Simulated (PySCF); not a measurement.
How the method moves the HOMO and LUMO of `C[O+](C)[AlH2-][Cl]`

C2H8AlClO.
SMILES with atom numbers: `[CH3:1][O+:2]([CH3:3])[AlH2-:4][Cl:5]` (hydrogens: H6, H7, H8 on C1; H9, H10, H11 on C3; H12, H13 on Al4)

Cartesian coordinates in Å at the PBE0-D3(BJ)/def2-SVP level; atoms count from 1:
```
atom  x, y, z in Å
C1    -1.0279   -0.8675   -0.9026
O2    -0.3948    0.0047    0.0309
C3    -0.8248    1.3608   -0.0569
Al4    1.5326   -0.2976    0.3481
Cl5    2.1910    0.3320   -1.6064
H6    -2.1152   -0.8449   -0.7386
H7    -0.7818   -0.5629   -1.9316
H8    -0.6401   -1.8757   -0.7121
H9    -1.9143    1.4050    0.0875
H10   -0.3175    1.9111    0.7444
H11   -0.5441    1.7836   -1.0343
H12    1.5475   -1.8719    0.5752
H13    1.8078    0.7549    1.5082
```

Basis pcSseg-1 throughout (PySCF), one geometry. The structure is a single PBE0-D3(BJ)/def2-SVP conformer in the gas phase; no vibrational or solvent corrections.

Task: How do the orbital energies, the gap and the dipole change with the method?

Result: 
```json
{"method": "BLYP", "kind": "GGA", "HOMO (eV)": "-6.21", "LUMO (eV)": "-0.32", "gap (eV)": "5.89", "μ (D)": "5.35", "SCF cycles": "13"}
{"method": "OPBE", "kind": "GGA", "HOMO (eV)": "-6.34", "LUMO (eV)": "-0.26", "gap (eV)": "6.07", "μ (D)": "5.37", "SCF cycles": "14"}
{"method": "PBE", "kind": "GGA", "HOMO (eV)": "-6.35", "LUMO (eV)": "-0.50", "gap (eV)": "5.86", "μ (D)": "5.34", "SCF cycles": "14"}
{"method": "B97-D", "kind": "GGA", "HOMO (eV)": "-6.36", "LUMO (eV)": "-0.32", "gap (eV)": "6.04", "μ (D)": "5.43", "SCF cycles": "14"}
{"method": "LDA", "kind": "LDA", "HOMO (eV)": "-6.42", "LUMO (eV)": "-0.78", "gap (eV)": "5.63", "μ (D)": "5.33", "SCF cycles": "13"}
{"method": "KT2", "kind": "GGA", "HOMO (eV)": "-6.43", "LUMO (eV)": "-0.66", "gap (eV)": "5.77", "μ (D)": "5.28", "SCF cycles": "14"}
{"method": "KT3", "kind": "GGA", "HOMO (eV)": "-6.45", "LUMO (eV)": "-0.49", "gap (eV)": "5.96", "μ (D)": "5.30", "SCF cycles": "14"}
{"method": "BP86", "kind": "GGA", "HOMO (eV)": "-6.46", "LUMO (eV)": "-0.53", "gap (eV)": "5.94", "μ (D)": "5.38", "SCF cycles": "14"}
{"method": "B3LYP", "kind": "global hybrid", "HOMO (eV)": "-7.42", "LUMO (eV)": "0.19", "gap (eV)": "7.61", "μ (D)": "5.46", "SCF cycles": "12"}
{"method": "B97-2", "kind": "global hybrid", "HOMO (eV)": "-7.42", "LUMO (eV)": "0.40", "gap (eV)": "7.82", "μ (D)": "5.49", "SCF cycles": "12"}
{"method": "PBE0", "kind": "global hybrid", "HOMO (eV)": "-7.66", "LUMO (eV)": "0.36", "gap (eV)": "8.02", "μ (D)": "5.47", "SCF cycles": "12"}
{"method": "mPW1PW91", "kind": "global hybrid", "HOMO (eV)": "-7.69", "LUMO (eV)": "0.37", "gap (eV)": "8.06", "μ (D)": "5.48", "SCF cycles": "12"}
{"method": "BHandHLYP", "kind": "global hybrid", "HOMO (eV)": "-8.85", "LUMO (eV)": "1.23", "gap (eV)": "10.08", "μ (D)": "5.58", "SCF cycles": "12"}
{"method": "CAM-B3LYP", "kind": "range-separated hybrid", "HOMO (eV)": "-9.00", "LUMO (eV)": "1.35", "gap (eV)": "10.35", "μ (D)": "5.53", "SCF cycles": "12"}
{"method": "wB97X-D", "kind": "range-separated hybrid", "HOMO (eV)": "-9.56", "LUMO (eV)": "2.10", "gap (eV)": "11.66", "μ (D)": "5.54", "SCF cycles": "12"}
{"method": "LC-wPBE", "kind": "range-separated hybrid", "HOMO (eV)": "-10.42", "LUMO (eV)": "2.45", "gap (eV)": "12.86", "μ (D)": "5.60", "SCF cycles": "12"}
{"method": "HF", "kind": "Hartree–Fock", "HOMO (eV)": "-10.79", "LUMO (eV)": "3.26", "gap (eV)": "14.06", "μ (D)": "5.76", "SCF cycles": "9"}
```

The HOMO spans 4.58 eV, from BLYP down to HF, and the gap runs from 5.63 eV (LDA) to 14.06 eV (HF). Over the methods BLYP (0 %), OPBE (0 %), PBE (0 %), B97-D (0 %), LDA (0 %), KT2 (0 %), KT3 (0 %), BP86 (0 %), B3LYP (20 %), B97-2 (21 %), PBE0 (25 %), mPW1PW91 (25 %), BHandHLYP (50 %), HF (100 %), a straight line through the gap against the share of exact exchange rises by 0.82 eV for each 10 % (correlation coefficient 0.999). The dipole ranges from 5.28 D (KT2) to 5.76 D (HF). This basis has no diffuse functions.
